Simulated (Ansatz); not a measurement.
Cartesian coordinates (Å):
SMILES: O[SiH](O)O
```xyz
8

O     -1.3431    -0.7594    -0.3369
Si     0.0191    -0.0200     0.1703
O     -0.0766     1.5639    -0.2063
O      1.2894    -0.6679    -0.6211
H     -1.3979    -1.7127    -0.2632
H      0.1832    -0.1917     1.6348
H     -0.8278     2.0636     0.1151
H      2.1537    -0.2757    -0.4928
```
Charge 0, multiplicity 1.

Calculation: Ansatz (a quantum-chemistry and plane-wave program) with frozen-core CCSD(T)/cc-pVTZ // PBE0-D4/def2-TZVP.

```yaml
HF energy: -516.12188 Ha
MP2 correlation energy: -0.84456 Ha
```

**Question.** Estimate the CCSD correlation energy, the (T) correction, the total energy and the T1 diagnostic.

**Answer.** 
The CCSD correlation energy is -0.85913 Ha. The (T) correction is -0.02909 Ha. The CCSD(T) total energy is -517.01010 Ha. The T1 diagnostic is 0.011.
